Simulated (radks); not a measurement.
The numbers below are computed, except where a source is named.
Species: Er XLIV. Configuration: [Ar] 3d7.

Code: a radial shooting solver on a logarithmic mesh with Libxc functionals. Model: non-relativistic Kohn-Sham, PBE, spin-polarised, spherical densities, point nucleus; open shells are filled with parallel spins first (spin-orbit coupling, left out, can overturn this in heavy ions); relativity is left out, which matters for an element this heavy.

Energy parts (eV):
total: -303032.36
kinetic: 302995.99
electron-nucleus: -655385.61
Hartree: 54378.08
exchange-correlation: -5020.82

Orbitals (lengths in bohr, moments of r in powers of bohr):
orbital,occ.,eigenvalue (eV),<r>,<1/r>
1s up,1,-55683.46,0.02229,67.46
1s down,1,-55683.31,0.02229,67.46
2s up,1,-10820.58,0.09420,15.81
2s down,1,-10806.98,0.09415,15.82
2p up,3,-10441.69,0.07979,15.82
2p down,3,-10431.87,0.07972,15.83
3s up,1,-3916.350,0.2329,6.274
3s down,1,-3904.309,0.2332,6.260
3p up,3,-3754.709,0.2218,6.224
3p down,3,-3741.610,0.2222,6.209
3d up,5,-3469.877,0.1936,6.125
3d down,2,-3452.851,0.1940,6.114

The highest occupied level is 3d down at -3452.9 eV. Virial ratio -V/T = 2.00012. Spin moment in Bohr magnetons: 3. Summed over all electrons, <r^2> = 0.8368 bohr^2, which gives a Langevin (diamagnetic) susceptibility term of -0.663 x 10^-6 cm^3/mol. The electron density at the nucleus is 2.238e+05 e/bohr^3. For comparison, the ionisation energy in NIST's Atomic Spectra Database is 3505 eV (theoretical). In exact Kohn-Sham theory the highest level is minus the ionisation energy, but local and semilocal functionals leave it too shallow, through self-interaction and a potential that decays too fast; potentials with the right tail come closer. The spin density at the nucleus is -6.99 e/bohr^3 (1s -1.21, 2s -18.85, 3s 13.06).
